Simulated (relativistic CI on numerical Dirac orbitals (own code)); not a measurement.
# Os7+ (5d) in a crystal field

Calculated by Dirac-Coulomb-Breit CI, orbitals from a KLI potential per configuration, model QED (radiative potential, 1s self-energy scaled to tabulated hydrogen-like ionisation energies), valence Slater integrals scaled by 0.85, one configuration in a parametric crystal field (own radial code).

Field parameters in Wybourne normalisation: D3d B²₀ = −7Dσ, B⁴₀ = −14Dq − 21Dτ, B⁴₃ = −14√(10/7) Dq; Oh B⁴₀ = 21Dq, B⁴₄ = √(5/14) B⁴₀; Td as Oh with Dq negative (B⁴₀ = 21Dq, B⁴₄ = √(5/14) B⁴₀). The field is a parameter set, without covalency.

S is read from ⟨S²⟩ = S(S + 1).

Powder χT (cm³ K mol⁻¹) by Van Vleck's formula, with temperature-independent terms:

| Field | 2 K | 5 K | 10 K | 20 K | 50 K | 100 K | 200 K | 300 K |
| --- | --- | --- | --- | --- | --- | --- | --- | --- |
| D3d, 10Dq = 42000, Dσ = 250, Dτ = 350 cm⁻¹ | 0.0364 | 0.0366 | 0.0369 | 0.0376 | 0.0395 | 0.0428 | 0.0494 | 0.0559 |
| Oh, 10Dq = 19650 cm⁻¹ | 0.103 | 0.104 | 0.104 | 0.104 | 0.106 | 0.108 | 0.113 | 0.117 |
| Oh, 10Dq = 39400 cm⁻¹ | 0.0378 | 0.0379 | 0.0382 | 0.0388 | 0.0405 | 0.0434 | 0.0492 | 0.0551 |
| Oh, 10Dq = 40450 cm⁻¹ | 0.0362 | 0.0363 | 0.0366 | 0.0372 | 0.039 | 0.0419 | 0.0477 | 0.0535 |
| Oh, 10Dq = 41400 cm⁻¹ | 0.0348 | 0.035 | 0.0353 | 0.0358 | 0.0376 | 0.0405 | 0.0464 | 0.0523 |
| Td, 10Dq = -19950 cm⁻¹ | 0.155 | 0.155 | 0.155 | 0.155 | 0.156 | 0.158 | 0.162 | 0.166 |

Question: For Oh, 10Dq = 40450 cm⁻¹: what effective moment follows at 300 K?

Answer: μ_eff = √(8χT) = 0.65 μB. The ground level has S = 0.50; the spin-only moment for S = 1/2 is 1.73 μB. The difference comes from the orbital moment, spin-orbit mixing of terms and temperature-independent paramagnetism, all larger in this ionic model than in covalent complexes.
